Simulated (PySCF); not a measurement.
C7H14S.
Bonds: C1–C2, C2–S3, S3–C4, C4–C5, C5–C6, C6–C7, C7–C8, C5–C8. Hydrogens: H9, H10, H11 on C1; H12, H13 on C2; H14, H15 on C4; H16 on C5; H17, H18 on C6; H19, H20 on C7; H21, H22 on C8.

Computed by this run: PySCF 2.14.0, PBE0-D3(BJ)/def2-SVP geometry optimisation, gas phase; density fitting, grid level 1; the optimiser is geomeTRIC in internal coordinates, started from a GFN2-xTB structure with every atom displaced at random (about 0.01 Å).

Step 3: E = -18301.3813 eV
```
atom  x, y, z in Å  |  force x, y, z in eV/Å
C1      3.3285   -0.6866   -0.2842   -0.040   0.013  -0.028
C2      2.8629    0.4289    0.6338    0.014  -0.025  -0.011
S3      1.2174    0.1816    1.3564    0.000   0.014   0.008
C4      0.1687    0.4226   -0.1050   -0.002  -0.042   0.018
C5     -1.2877    0.3078    0.2894    0.019  -0.019  -0.016
C6     -2.3316    0.3428   -0.8503   -0.016   0.002   0.019
C7     -3.0330   -0.8801   -0.2241    0.015  -0.010  -0.012
C8     -1.8162   -1.0854    0.7010   -0.013   0.017   0.035
H9      2.6827   -0.7797   -1.1709    0.003   0.004   0.008
H10     3.3190   -1.6528    0.2389   -0.010  -0.036   0.029
H11     4.3522   -0.4995   -0.6427    0.040   0.027  -0.008
H12     3.5312    0.5190    1.5043    0.003   0.002   0.010
H13     2.8805    1.4061    0.1228   -0.005  -0.001  -0.006
H14     0.3733    1.4134   -0.5427    0.010   0.058  -0.008
H15     0.4058   -0.3396   -0.8670   -0.007   0.008  -0.001
H16    -1.5126    1.0620    1.0619   -0.024  -0.005  -0.009
H17    -1.8831    0.1232   -1.8320    0.013  -0.020   0.001
H18    -2.9234    1.2653   -0.9457    0.003   0.004  -0.017
H19    -3.2774   -1.7074   -0.9065   -0.019  -0.003   0.006
H20    -3.9489   -0.6124    0.3239    0.015   0.014   0.013
H21    -2.0212   -1.2354    1.7712    0.010  -0.021  -0.009
H22    -1.1467   -1.8949    0.3694   -0.008   0.017  -0.022
```

Step 4: E = -18301.3847 eV
```
atom  x, y, z in Å  |  force x, y, z in eV/Å
C1      3.2988   -0.7098   -0.2726   -0.085  -0.032  -0.056
C2      2.8594    0.4248    0.6341    0.063  -0.021  -0.003
S3      1.2096    0.2163    1.3562   -0.006   0.033   0.021
C4      0.1653    0.4785   -0.1042   -0.012  -0.102   0.009
C5     -1.2894    0.3192    0.2812    0.036   0.009  -0.001
C6     -2.3345    0.3312   -0.8565   -0.035  -0.001   0.000
C7     -3.0187   -0.8932   -0.2140    0.002   0.004  -0.024
C8     -1.7821   -1.0879    0.6851    0.025  -0.024   0.051
H9      2.6525   -0.7987   -1.1600    0.011   0.023   0.017
H10     3.2604   -1.6697    0.2594   -0.015  -0.056   0.053
H11     4.3277   -0.5619   -0.6308    0.078   0.068  -0.018
H12     3.5295    0.5046    1.5043   -0.004  -0.002   0.016
H13     2.9045    1.3988    0.1189   -0.024  -0.006  -0.019
H14     0.3491    1.4831   -0.5141    0.021   0.109  -0.023
H15     0.4245   -0.2569   -0.8854   -0.017   0.003   0.013
H16    -1.5381    1.0632    1.0568   -0.035  -0.019  -0.006
H17    -1.8836    0.1018   -1.8348    0.019  -0.027   0.002
H18    -2.9376    1.2447   -0.9675    0.005   0.009  -0.006
H19    -3.2772   -1.7238   -0.8871   -0.018  -0.004   0.004
H20    -3.9226   -0.6233    0.3528    0.021   0.012   0.020
H21    -1.9539   -1.2653    1.7573   -0.013  -0.001  -0.020
H22    -1.1033   -1.8768    0.3226   -0.017   0.027  -0.029
```

**Question.** Estimate the geometry and energy of step 5. (The exact step hangs on the optimiser's Hessian estimate; all steps are aligned on step 4, rigid shifts and turns removed.)

**Answer.** E = -18301.3889 eV, largest force 0.133 eV/Å
```
atom  x, y, z in Å  |  force x, y, z in eV/Å
C1      3.2601   -0.7444   -0.2552   -0.100  -0.068  -0.055
C2      2.8552    0.4172    0.6326    0.085  -0.004   0.003
S3      1.2009    0.2671    1.3583   -0.004   0.033   0.031
C4      0.1591    0.5565   -0.0986   -0.022  -0.107  -0.009
C5     -1.2917    0.3322    0.2702    0.056   0.035   0.011
C6     -2.3363    0.3131   -0.8668   -0.049   0.008  -0.011
C7     -3.0010   -0.9077   -0.1982   -0.006   0.007  -0.037
C8     -1.7350   -1.0938    0.6587    0.050  -0.057   0.051
H9      2.6122   -0.8297   -1.1420    0.016   0.033   0.015
H10     3.1886   -1.6935    0.2928   -0.012  -0.049   0.054
H11     4.2940   -0.6386   -0.6134    0.080   0.078  -0.022
H12     3.5286    0.4895    1.5011   -0.013  -0.004   0.017
H13     2.9318    1.3824    0.1046   -0.033  -0.008  -0.025
H14     0.3115    1.5821   -0.4668    0.020   0.109  -0.028
H15     0.4489   -0.1379   -0.9060   -0.019  -0.009   0.023
H16    -1.5792    1.0575    1.0506   -0.035  -0.032   0.002
H17    -1.8796    0.0634   -1.8377    0.022  -0.031   0.006
H18    -2.9502    1.2161   -1.0032    0.007   0.010   0.001
H19    -3.2890   -1.7421   -0.8546   -0.015  -0.003   0.002
H20    -3.8812   -0.6269    0.4000    0.024   0.011   0.023
H21    -1.8582   -1.3118    1.7303   -0.030   0.018  -0.020
H22    -1.0494   -1.8517    0.2451   -0.021   0.029  -0.032
```

The energy changes by -0.0042 eV. The first-order estimate −F·Δx gives -0.0066 eV and the mean of the old and new forces, exact on a quadratic surface, -0.0046 eV. The step makes an angle of 86° with the force vector and moves no atom by more than 0.123 Å.

What follows is the cost of the whole optimisation. Time: 6.0 min; peak memory 0.87 GiB. Hardware: one thread of an Arm Neoverse N1, no GPU (shared host).
